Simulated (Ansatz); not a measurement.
Reaction (cleavage of the In–B bond): `[OH][InH][B](Cl)Cl` + HCl → `[OH][InH][Cl]` + `ClBCl`

Calculated with Ansatz (gas phase, PBE0-D4/def2-TZVP geometries, no zero-point term in ΔE). CCSD(T)/CBS is the MP2 limit (def2-TZVPP, def2-QZVPP) plus CCSD(T) − MP2 in def2-TZVPP, frozen cores. This one scheme is used for every species. Functionals use def2-TZVPP. B3LYP here is the variant with VWN-RPA as its local correlation; programs differ in this. HSE06 is defined as in plane-wave codes. def2 core potentials past Kr. For In outer-core shells are correlated without core-valence functions, which leaves a few kJ/mol of doubt a bond. Each species was taken in one conformer, which may not be the lowest.

Problem. Is it downhill or uphill in electronic energy at CCSD(T)/CBS, and by how much? (Best estimate.)

Solution. Computed: Downhill: ΔE = -130.5 kJ/mol.

Problem. What do these levels give: LDA (SPW92), r2SCAN-D4, B97M-V, B3LYP-D4, HSE06-D4, BHLYP, CAM-B3LYP, MP2/def2-SVP, CCSD/def2-SVP, HF/def2-QZVPP, MP2/def2-QZVPP, CCSD/CBS(def2)? (An estimate is asked.)

Solution. Computed: LDA (SPW92) -116.6, r2SCAN-D4 -135.5, B97M-V -141.1, B3LYP-D4 -133.8, HSE06-D4 -129.7, BHLYP -149.9, CAM-B3LYP -141.0, MP2/def2-SVP -145.6, CCSD/def2-SVP -141.6, HF/def2-QZVPP -168.1, MP2/def2-QZVPP -132.2, CCSD/CBS(def2) -134.5 kJ/mol.

Largest T1 diagnostic among the species: 0.016.

From BLYP to BHLYP (50 % exact exchange), in def2-TZVPP and without D4, ΔE moves by −16.2 kJ/mol. In def2-TZVPP, CCSD(T) changes the Hartree–Fock value by +39.3 kJ/mol (the triples alone add +3.9 kJ/mol) and MP2 by +36.9 kJ/mol.
